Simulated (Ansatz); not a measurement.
Mulliken charges of `F[B]1[NH][GeH2]1` from r2SCAN/def2-TZVPP in Ansatz (PBE0-D4/def2-TZVP geometry).

| atom | x (Å) | y (Å) | z (Å) | charge (e) |
| --- | --- | --- | --- | --- |
| F1 | -0.999 | -2.248 | 0.213 | -0.291 |
| B2 | -0.442 | -1.059 | 0.113 | 0.430 |
| N3 | 0.618 | -0.372 | 0.618 | -0.344 |
| Ge4 | -0.292 | 0.808 | -0.597 | 0.077 |
| H5 | 1.389 | -0.489 | 1.257 | 0.164 |
| H6 | -0.826 | 2.062 | 0.119 | -0.018 |
| H7 | 0.613 | 1.229 | -1.769 | -0.019 |

Problem. By hand: the dipole of these point charges (1 e Å = 4.8032 D).

Solution. Σ q r = (0.097, 0.248, -0.034) e Å, of length 0.268 e Å = 1.29 D.

Problem. How does the dipole of the full density compare? (Best estimate.)

Solution. Computed: (0.213, 0.199, 0.075) e Å, 1.45 D; the point charges give 0.89 times that, at 33° from its direction.

Point charges leave out the atoms' own dipoles, such as those of lone pairs, and Mulliken's split depends on the basis, so the two needn't agree.
